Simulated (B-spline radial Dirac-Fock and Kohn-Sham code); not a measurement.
# Run log: Mn⁶⁺

ΔSCF core binding energies without Breit or QED terms, calculated with a radial B-spline solver. Keys: rel is the Hamiltonian (dirac, or spin-free x2c and nr, where L3 and M5 stand for the whole 2p and 3d shells), method is hf or an exchange,correlation pair (spin-unpolarised, also for the hole states), nuc the nuclear model, radius_factor scales its radius, rmax is the box in bohr, h the logarithmic mesh step, order the B-spline order, points the quadrature points per cell, c_factor scales the speed of light, and damp, ndamp, maxit and tol steer the iteration. The run stops when the commutator error falls below 10·tol·max(1, Z/10), or the numerical noise floor, and the energy has settled to about 1e-8 Ha; the virial ratio is −V/T.

Input (task.json):

```json
{"items": [{"Z": 25, "q": 6, "cfg": [[1, 0, 2], [2, 0, 2], [2, 1, 6], [3, 0, 2], [3, 1, 6], [3, 2, 1]], "A": 55, "rrms": 3.7057, "do": "settings", "holes": ["K", "L3", "M5"],
  "settings": [{"rel": "dirac", "method": "hf", "nuc": "fermi", "radius_factor": 1.0, "rmax": 45.0, "h": 0.3, "order": 3, "points": 10, "c_factor": 1.0, "maxit": 68, "damp": 0.5, "ndamp": 3, "tol": 1e-08}]}]}
```

Command: `python xray2_run.py task.json out`

Ground-state iterations:

```
iter   energy (Ha)        error
   1    -1139.63290850  9.38e-01
   2    -1147.15197600  2.13e-01
   3    -1147.48973829  8.15e-02
   4    -1147.54324772  3.24e-02
   5    -1147.55289439  7.01e-03
   6    -1147.55334664  3.08e-04
   7    -1147.55334730  2.28e-05
   8    -1147.55334731  1.38e-06
   9    -1147.55334731  5.47e-08
```

The ground state converged in 9 iterations, with total energy -1147.55335 Ha, virial ratio 1.98649 and highest orbital energy -119.29 eV. ΔSCF binding energies: K (1s) 6682.9 eV, L3 (2p3/2) 779.7 eV. Holes are computed only in closed shells, and unreliable hole states are left out.

**Question.** One setting is unsound. Which, and why?

**Answer.** order is too low for an accurate radial basis. With the default settings (Dirac Hartree-Fock): The ground state converged in 9 iterations, with total energy -1147.65123 Ha, virial ratio 1.98649 and highest orbital energy -119.23 eV. ΔSCF binding energies: K (1s) 6683.1 eV, L3 (2p3/2) 779.6 eV. Holes are computed only in closed shells, and unreliable hole states are left out.
